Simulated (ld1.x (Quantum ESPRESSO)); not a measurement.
# Be, RRKJ: configuration errors across variants

* Element: beryllium
* Generator: ld1.x (Quantum ESPRESSO) 7.5
* Type: norm-conserving RRKJ (Kleinman–Bylander form)
* Functional: revPBE
* Relativity: scalar-relativistic
* Frozen core: none
* Valence charge: 4
* Reference configuration: 1s2 2s0.5 2p0 (charge +1.5)
* Partial waves: 1s (bound): rc 0.40 bohr; 2p (bound, empty): rc 1.95 bohr
* Local potential: the p channel
* Core correction: none

Occupied shells without a wave of their own: 2s. They enter only through the test configuration that unscreens the potential.

All-electron excitation energies from the reference (eV): (1) 1s2 2s2 2p0 -17.486; (2) 1s2 2s1 2p0 -7.928; (3) 1s2 2s0 2p0 10.046; (4) 1s2 2s1 2p1 -13.840; (5) 1s2 2s1.5 2p0 -13.721; (6) 1s1 2s2 2p0 110.954; (7) 1s2 2s0 2p1 -3.977.

For the base: The 2s level has no wave, so the channel is fitted at the deeper level alone: the likely source of the large errors.

3 further variants failed, have other tests or another functional or relativity, and are left out.

The file “base” misses its own reference levels by 0.5 eV. The file “wave 1s (bound): rc 0.40 bohr becomes 1s (bound): rc 0.42 bohr” misses its own reference levels by 0.5 eV. The file “all radii scaled by about 1.40 (s 0.56, p 2.74 bohr)” misses its own reference levels by 1.0 eV. The file “wave 2p (bound): rc 1.95 bohr becomes 2p (bound): rc 2.22 bohr” misses its own reference levels by 0.7 eV.

Errors AE − PS in meV (a dash: test not solved or not reliable):

```csv
change,(1),(2),(3),(4),(5),(6),(7),bound ghosts
base,+429,+198,-290,+172,+337,+1203,-186,none
local potential the s channel,-17,-8.0,+12,-3.0,-14,+1.6,+12,none
wave 1s (bound): rc 0.40 bohr becomes 1s (bound): rc 0.42 bohr,+428,+197,-289,+172,+336,+1218,-185,none
"all radii scaled by about 1.40 (s 0.56, p 2.74 bohr)",+1013,+456,-582,+402,+793,+1982,-416,none
type TM; local potential the s channel,-17,-8.0,+12,-5.8,-14,+1.6,+9.9,none
wave 2p (bound): rc 1.95 bohr becomes 2p (bound): rc 2.22 bohr,+641,+291,-411,+258,+502,+1513,-270,none
```

Q: Give the same row for: all radii scaled by about 0.87 (s 0.34, p 1.70 bohr).

A: +275, +129, -192, +110, +217, +866, -122; bound ghosts: not determined.
